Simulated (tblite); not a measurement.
Compound: C₄H₄F₅P.
Numbering: `[CH3:1]/[CH:2]=[P:3]\[C:4]([F:5])([F:6])[C:7]([F:8])([F:9])[F:10]` (hydrogens: H11, H12, H13 on C1; H14 on C2)

Structure optimised with GFN2-xTB, isolated species.

(1) Give the optimised bond lengths and angles.

Answers

(1) 
```tsv
bond	length (Å)	order
C1–C2	1.483	single
C2=P3	1.671	double
P3–C4	1.922	single
C4–F5, C4–F6	1.357	single
C4–C7	1.534	single
C7–F8, C7–F9, C7–F10	1.334	single
C1–H11, C1–H12, C1–H13	1.089	single
C2–H14	1.086	single
```

Bonds in one row agree within 0.01 Å and their mean is given. Orders are formal, as drawn. A selection of angles:
```tsv
angle	degrees
C1–C2–P3	133.1
C2–P3–C4	101.1
P3–C4–F5	112.7
P3–C4–C7	107.6
F5–C4–F6	106.4
F5–C4–C7	108.7
C4–C7–F8	109.6
C4–C7–F10	114.2
F8–C7–F9	107.3
```

Dihedral angles: C1–C2–P3–C4 0° (synperiplanar); C2–P3–C4–F5 -60° (synclinal); P3–C4–C7–F8 59° (synclinal).

The 5 C–F bonds span 1.328 Å (C7–F10, drawn single) to 1.357 Å (C4–F5, drawn single), a spread of 0.029 Å. The 2 C–C bonds span 1.483 Å (C1–C2, drawn single) to 1.534 Å (C4–C7, drawn single), a spread of 0.051 Å. Of the pairs four or more bonds apart, F5···H12 is among the closest relative to their van der Waals radii: 2.42 Å, 91 % of the sum of Bondi's values. The C–P distances run from 1.671 Å (C2=P3, drawn double) to 1.922 Å (P3–C4, drawn single), a spread of 0.251 Å.

Point group: Cs (every atom within 0.08 Å of its image). Its GFN2-xTB frequencies are all real (lowest 33 cm⁻¹). One conformer, not necessarily the lowest. 3 starts were optimised and ended at 0.00, 0.01 and 1.00 kcal/mol (GFN2-xTB); the lowest of these is shown.

The numbers are calculated, not measured.
